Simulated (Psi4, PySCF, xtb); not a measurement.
Internal rotation in SMILES COc1cccc(C)c1. Scanned: dihedral C1–O2–C3–C4; all other coordinates were relaxed at GFN2-xTB. Points at φ and −φ are mirror images. Heavy atoms are numbered in the order of the SMILES COc1cccc(C)c1, hydrogens after them in the order of the atoms that carry them; the mirror image has the same energies with the sign of each dihedral reversed.

Levels: RKS-LDA (SVWN5)/6-31G* = restricted LDA (SVWN5)/6-31G*, spherical d, density fitting // GFN2-xTB run with PySCF; GFN1-xTB // GFN2-xTB (xtb); PBE-D3(BJ)/def2-SVP // GFN2-xTB (Psi4).

Energies relative to the lowest point of each profile, in kJ/mol:

| φ / ° | RKS-LDA (SVWN5)/6-31G* | GFN1-xTB |
|---|---|---|
| -150 | 7.2 | 3.8 |
| -120 | 18.6 | 11.2 |
| -90 | 21.7 | 13.8 |
| -60 | 18.1 | 10.6 |
| -30 | 6.6 | 3.3 |
| 0 | 0.0 | 0.0 |
| 30 | 6.6 | 3.3 |
| 60 | 18.1 | 10.6 |
| 90 | 21.7 | 13.8 |
| 120 | 18.6 | 11.2 |
| 150 | 7.2 | 3.8 |
| 180 | 0.3 | 0.1 |

**Question.** Estimate the PBE-D3(BJ)/def2-SVP values at these points.

**Answer.** -150: 6.5; -120: 16.3; -90: 18.7; -60: 15.5; -30: 5.7; 0: 0.0; 30: 5.7; 60: 15.5; 90: 18.7; 120: 16.3; 150: 6.5; 180: 0.5 (kJ/mol).
